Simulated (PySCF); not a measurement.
Orbital picture of ZrF⁺

PBE0 at R = 1.821 Å; basis Zr def2-TZVPPD with ECP28, F def2-TZVPPD; scalar-relativistic core potentials; PySCF 2.14. State: ³Δ (triplet), unpaired electrons σ ↑, δ ↑. Only the outer orbitals are listed, counted within each symmetry, core potentials removing the inner ones.

| spin | orbital | occ. | ε (eV) | on Zr (%) | main shells (%) |
| --- | --- | --- | --- | --- | --- |
| α | 4σ | 1 | -37.38 | 21 | 79 F s, 17 Zr p |
| α | 5σ | 1 | -18.86 | 16 | 82 F p, 14 Zr d |
| α | 2π | 1 | -18.37 | 11 | 89 F p, 9 Zr d |
| α | 2π | 1 | -18.37 | 11 | 89 F p, 9 Zr d |
| α | 1δ | 1 | -12.50 | 100 | 100 Zr d |
| α | 6σ | 1 | -11.50 | 98 | 71 Zr s, 26 Zr d |
| α | 1δ | 0 | -9.06 | 100 | 100 Zr d |
| α | 3π | 0 | -8.49 | 94 | 87 Zr d |
| α | 3π | 0 | -8.49 | 94 | 87 Zr d |
| β | 1π | 1 | -41.57 | 100 | 100 Zr p |
| β | 1π | 1 | -41.57 | 100 | 100 Zr p |
| β | 4σ | 1 | -37.31 | 24 | 76 F s, 21 Zr p |
| β | 5σ | 1 | -18.79 | 14 | 84 F p, 11 Zr d |
| β | 2π | 1 | -18.41 | 10 | 90 F p |
| β | 2π | 1 | -18.41 | 10 | 90 F p |
| β | 1δ | 0 | -8.13 | 100 | 100 Zr d |
| β | 6σ | 0 | -8.05 | 102 | 88 Zr s, 12 Zr d |
| β | 3π | 0 | -7.73 | 95 | 91 Zr d |

Question: Which are the highest filled and the lowest empty level, where do they sit, and how wide is the gap?

Answer: Highest filled α 6σ at -11.50 eV (in %: 71 Zr s, 26 Zr d); lowest empty α 1δ at -9.06 eV (in %: 100 Zr d); the gap at PBE0 is 2.44 eV.

```json
{"bond order (Mayer)": "1.32", "⟨S²⟩": "2.003", "charge on Zr (Mulliken, basis-dependent)": "1.25", "charge on Zr (Löwdin, basis-dependent)": "1.24", "dipole moment (positive dipole points towards F; it is taken about the centre of mass and depends on that origin)": "-4.64 D"}
```

Shares are Mulliken populations and can fall outside 0 to 100 %.

Spin–orbit coupling is left out. The state is the lowest single determinant that the PBE0 search found; with open d or f shells the true ground state can be another one.
